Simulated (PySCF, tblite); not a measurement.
Isomers of C5H9N3. Method: GFN2-xTB as coded in tblite; computed harmonic values from a numerical Hessian at the method's own geometry, unscaled. Against measured fundamentals such values can be off by several per cent, at times by over 20. One conformer each.

Electronic energies: PBE0/pcSseg-1 single points on the GFN2-xTB geometries (PySCF, gas phase).

| SMILES | electronic energy, lowest = 0 (kcal/mol) |
| --- | --- |
| Cc1nc(C)n(C)n1 | 0.2 |
| CCc1n[nH]c(C)n1 | 0.0 |
| CCc1cnn(C)n1 | 19.4 |
| CCn1cnnc1C | 13.0 |
| CCn1ncc(C)n1 | 16.9 |

Question: How do GFN2-xTB zero-point energies change the relative energies?

Answer: 
```tsv
SMILES	ZPE (kcal/mol)	of it from modes above 1550 cm⁻¹	electronic (kcal/mol)	with ZPE, lowest = 0 (kcal/mol)	lowest mode (cm⁻¹)	rings
CCc1n[nH]c(C)n1	88.2	41.8	0.0	0.5	11	1
Cc1nc(C)n(C)n1	87.5	41.1	0.2	0.0	58	1
CCn1cnnc1C	88.2	41.3	13.0	13.5	62	1
CCn1ncc(C)n1	88.1	39.2	16.9	17.3	23	1
CCc1cnn(C)n1	88.1	39.1	19.4	19.8	23	1
```

The zero-point energies span 0.7 kcal/mol, from `Cc1nc(C)n(C)n1` to `CCc1n[nH]c(C)n1`. With it `Cc1nc(C)n(C)n1` becomes the lowest.

Question: And how do the electronic energies of GFN2-xTB itself compare?

Answer: `CCc1n[nH]c(C)n1` 6.7; `Cc1nc(C)n(C)n1` 0.0; `CCn1cnnc1C` 8.8; `CCn1ncc(C)n1` 17.0; `CCc1cnn(C)n1` 19.0 kcal/mol, lowest = 0. Against the energies above, taken from the same isomer `CCc1n[nH]c(C)n1`, the largest difference is 10.9 kcal/mol.
